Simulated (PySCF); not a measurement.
Bond stretch in SMILES [AsH3] (H3As). The As1–H4 bond (As1 also carries H, H; H4 carries nothing else) is varied alone, starting from the PBE0/def2-TZVP optimised geometry.

- RHF/3-21G = restricted Hartree-Fock/3-21G (PySCF)
- RKS-B3LYP/LANL2DZ = restricted B3LYP/LANL2DZ, with its core potentials past Ne (PySCF)
- RKS-r2SCAN = restricted r2SCAN/cc-pVDZ (PySCF 2.14.0)
- RKS-B3LYP/6-31G* = restricted B3LYP/6-31G*, spherical d (PySCF 2.14.0)
- UCCSD = CCSD on UHF/cc-pVDZ, 9 core orbitals frozen in PySCF

Energies are in kcal/mol, each relative to the lowest point of its own curve near equilibrium.

```
R / Å  RHF/3-21G  RKS-B3LYP/LANL2DZ  RKS-r2SCAN  RKS-B3LYP/6-31G*  UCCSD
-----  ---------  -----------------  ----------  ----------------  -----
1.21        32.9               36.0        34.7              36.0   34.9
1.30        14.3               16.2        15.2              16.0   15.2
1.36         6.9                8.2         7.4               7.9    7.4
1.42         2.5                3.3         2.8               3.0    2.7
1.49         0.2                0.4         0.3               0.4    0.3
1.52         0.0                0.0         0.0               0.0    0.0
1.56         0.2                0.0         0.2               0.1    0.3
1.61         1.2                0.8         1.3               1.1    1.4
1.67         3.3                2.6         3.4               3.1    3.7
1.77         8.4                7.3         8.6               8.1    9.0
1.89        16.3               14.5        16.4              15.7   16.8
2.05        28.5               25.4        27.8              26.9   28.3
2.27        46.4               40.8        43.4              42.4   43.8
2.50        64.9               55.9        58.3              57.2   57.0
2.74        82.8               69.6        71.6              70.5   66.1
3.06       103.7               84.5        85.7              84.9   71.9
3.35       119.8               95.0        95.2              94.9   73.6
3.72       136.6              104.9       104.0             104.4   74.4
4.06       148.6              111.4       109.5             110.7   74.6
4.54       160.8              117.5       114.4             116.7   74.7
5.30       171.9              122.5       118.1             121.8   74.8
```

At the longest distance, 5.30 Å, RHF/3-21G lies highest above its minimum (171.9 kcal/mol) and UCCSD lowest (74.8 kcal/mol).

The restricted form behind RHF/3-21G, RKS-B3LYP/LANL2DZ, RKS-r2SCAN, RKS-B3LYP/6-31G* keeps the bonding electrons paired and can't separate into open-shell fragments. The unrestricted determinant behind UCCSD is spin-contaminated at 2.05 to 5.30 Å (<S²> up to 1.0, against 0.00 for a pure singlet).
